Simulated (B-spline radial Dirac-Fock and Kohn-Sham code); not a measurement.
The computed values come from a radial B-spline solver: Dirac-Fock (average of configuration) total-energy differences with a finite nucleus, the Breit interaction including its frequency dependence, and self-energy and vacuum-polarisation corrections. Correlation energy is missing from these numbers.

Question: An atom or ion in its tabulated ground configuration has these computed binding energies (the last is its least bound level). Which is it?

```
level  binding energy (eV)
    K              94553.9
   L1              22027.4
   L2              21437.4
   L3              19203.8
   M1               8997.7
```

Answer: Pb⁷⁰⁺: Z = 82 with 12 electrons, [Ne] 3s2. The hydrogen-like estimate √(E/Ry) = 83.4 for the K level lies 1.4 above Z (screening lowers it, relativity raises it); the outermost level, at 8997.7 eV, fixes the charge.
